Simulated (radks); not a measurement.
The numbers below are computed, except where a source is named.
Numerical settings for the indium ion In+, [Kr] 4d10 5s2. Code: a radial shooting solver on a logarithmic mesh with Libxc functionals. Model: Dirac Kohn-Sham, PBEsol, spin-unpolarised, spherical densities, finite nucleus; Fermi nuclear charge, rms radius 4.6156 fm. The defaults (mesh step 0.008 in ln r, mesh end at 40 bohr or more with all orbitals vanishing there, Anderson mixing 0.5 over 9 steps, residual threshold near 1e-9 with the energy settled to 1e-9 hartree or 1e-11 of itself, here a cap of 58 iterations) give E = -5880.1967 hartree and 5s1/2 at -14.982 eV in 14 iterations. Run on one thread of a shared host, so times are rough (Intel(R) Xeon(R) Platinum 8488C): 0.13 s of CPU time, 0.13 s wall, 14 iterations on 2314 mesh points. Changes against that run (0 stands for a change within the tolerance of the run):

setting                     iterations         converged  E (mhartree)  e(5s1/2) (meV)  CPU (s)
mesh step in ln r 0.03              14               yes      +0.00221               0     0.04
mesh step in ln r 0.08               4                no      diverged               -     0.02
mesh step in ln r 0.012             14               yes             0               0     0.09
mesh end (bohr) 400                 14               yes             0               0     0.13
mesh end (bohr) 1                   13  level above zero     +2.14e+05       +1.07e+06     0.09
residual threshold 0.01              8               yes             0           +4.12     0.09
residual threshold 1e-05            11               yes             0           -0.11     0.11
mixing 0.05                         18               yes             0               0     0.16
linear mixing, mixing 0.05          58                no         +0.22            -392     0.45
linear mixing, mixing 0.5           30               yes             0               0     0.21
mixing history 3                    16               yes             0               0     0.14
iteration cap 5                      5                no       +0.0845            +173     0.06

Settled on a wrong energy, with an occupied level pushed above zero by the early mesh end: mesh end (bohr) 1 (+214 hartree). Apart from these: no run marked as converged misses the energy by more than 1 mhartree. A mesh that ends early acts as a hard wall.
